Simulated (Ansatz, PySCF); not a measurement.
Bond stretch in H4BN, SMILES BN. The N1–B4 bond (N1 also carries H, H; B4 carries H, H) is pulled apart rigidly from the PBE0/def2-TZVP optimised geometry.

Levels of theory: RKS-PBE = restricted PBE/cc-pVDZ (Ansatz, a program for electronic structure); UKS-PBE = unrestricted PBE/cc-pVDZ in Ansatz; RKS-wB97X-V = restricted wB97X-V/cc-pVDZ run with PySCF 2.14.0; UCCSD(T) = CCSD(T) on UHF/cc-pVDZ, 2 core orbitals frozen (PySCF 2.14.0).

Energies relative to the lowest point of each curve near equilibrium, in kJ/mol; the last columns give the difference from UCCSD(T):

| R / Å | RKS-PBE | UKS-PBE | RKS-wB97X-V | UCCSD(T) | RKS-PBE − UCCSD(T) | UKS-PBE − UCCSD(T) | RKS-wB97X-V − UCCSD(T) |
|---|---|---|---|---|---|---|---|
| 1.12 | 271.4 | 271.4 | 274.1 | 286.7 | -15.3 | -15.3 | -12.6 |
| 1.19 | 129.6 | 129.6 | 130.3 | 138.2 | -8.6 | -8.6 | -7.9 |
| 1.23 | 77.1 | 77.1 | 77.2 | 82.9 | -5.8 | -5.8 | -5.8 |
| 1.31 | 17.1 | 17.1 | 16.7 | 19.1 | -1.9 | -1.9 | -2.3 |
| 1.33 | 9.5 | 9.5 | 9.1 | 10.7 | -1.2 | -1.2 | -1.6 |
| 1.38 | 0.0 | 0.0 | 0.0 | 0.0 | 0.0 | 0.0 | 0.0 |
| 1.42 | 0.7 | 0.7 | 1.2 | 0.1 | 0.6 | 0.6 | 1.1 |
| 1.48 | 12.1 | 12.1 | 13.8 | 11.1 | 1.0 | 1.0 | 2.6 |
| 1.54 | 32.8 | 32.8 | 35.9 | 31.9 | 0.8 | 0.8 | 4.0 |
| 1.62 | 69.8 | 69.8 | 75.4 | 69.8 | -0.1 | -0.1 | 5.5 |
| 1.70 | 113.3 | 113.3 | 121.8 | 114.8 | -1.5 | -1.5 | 7.0 |
| 1.88 | 219.7 | 219.7 | 236.4 | 226.0 | -6.3 | -6.3 | 10.4 |
| 2.09 | 340.1 | 340.1 | 368.4 | 353.1 | -13.0 | -13.0 | 15.3 |
| 2.26 | 427.1 | 427.1 | 466.0 | 445.6 | -18.5 | -18.5 | 20.4 |
| 2.50 | 531.1 | 530.4 | 586.5 | 560.4 | -29.3 | -30.0 | 26.1 |
| 2.74 | 614.1 | 607.1 | 687.0 | 637.5 | -23.4 | -30.4 | 49.6 |
| 3.03 | 690.2 | 651.5 | 785.0 | — | — | — | — |
| 3.35 | 748.9 | 649.4 | 869.1 | — | — | — | — |
| 3.76 | 765.5 | 648.1 | 950.0 | — | — | — | — |
| 4.11 | 770.4 | 648.3 | 1001.5 | — | — | — | — |
| 4.83 | 774.5 | 648.9 | 1072.0 | — | — | — | — |

RKS-PBE is furthest from UCCSD(T) at 2.50 (-29.3 kJ/mol, below); its mean absolute difference over the points is 8.0 kJ/mol.

UKS-PBE is furthest from UCCSD(T) at 2.74 (-30.4 kJ/mol, below); its mean absolute difference over the points is 8.4 kJ/mol.

RKS-wB97X-V is furthest from UCCSD(T) at 2.74 (49.6 kJ/mol, above); its mean absolute difference over the points is 10.8 kJ/mol.

Dashes: no converged value, or the column stops at the first point that the program doubted or that broke a chosen test of continuity, which isn't proof of a fault.

The restricted form behind RKS-PBE, RKS-wB97X-V keeps the bonding electrons paired and can't separate into open-shell fragments. The unrestricted solution behind UKS-PBE changes between 2.74 and 3.03 Å, which can leave a kink. The unrestricted determinant behind UKS-PBE, UCCSD(T) is spin-contaminated at 2.50 to 4.83 Å (<S²> up to 1.0, against 0.00 for a pure singlet). At the longest distance RKS-wB97X-V leaves fractional charges on the fragments, a sign of delocalisation error or of the restricted form.
